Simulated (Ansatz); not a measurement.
The cluster Na5H4⁺, relaxed as a singlet with RKS r2SCAN-D4/def2-SVP in Ansatz, starting from the GFN2-xTB geometry. Force threshold 0.02 eV/Å.

The structure comes from a short search, and lower isomers may exist.

Start:

Cartesian coordinates in Å:
```
Na 1.0176 1.4375 -1.7748
Na 1.3509 0.9904 2.0892
Na -0.7605 -1.2986 -2.2109
Na -1.0591 0.6249 0.1794
Na -0.4545 -1.8519 1.8379
H -1.1379 -1.1002 -0.0583
H 0.5077 1.5032 0.0505
H 0.1095 0.1184 -2.3445
H 0.4262 -0.4236 2.2317
```

(1) Estimate the energy that the relaxation releases and the steps that it takes.

(2) Does the start keep its bonding and symmetry?

(3) Predict the relaxed structure.

Answers

(1) 191.7 kJ/mol, in 8 steps; 13 s on 4 threads of Intel Xeon 6975P-C on a shared host. The force fell under the threshold at step 7, but the optimiser went on. No frequencies were taken in this run, so the end may be a saddle point.

(2) Bonds formed: Na4–H8, Na4–H9 (atoms count from 1). Metal–metal contacts that move far: Na1–Na3 3.29 to 4.19 Å, Na2–Na5 3.38 to 4.19 Å.

(3) 
```xyz
9

Na    1.138    1.932   -1.947
Na    1.425    1.395    2.200
Na   -1.102   -1.597   -2.247
Na   -0.465    0.290    0.070
Na   -0.814   -2.133    1.897
H    -1.245   -1.860   -0.154
H     1.156    1.917    0.168
H    -0.199    0.314   -2.210
H     0.106   -0.257    2.223
```
Bond lengths (bridged metal pairs left out): 12 × H–Na 2.11 to 2.30 Å.
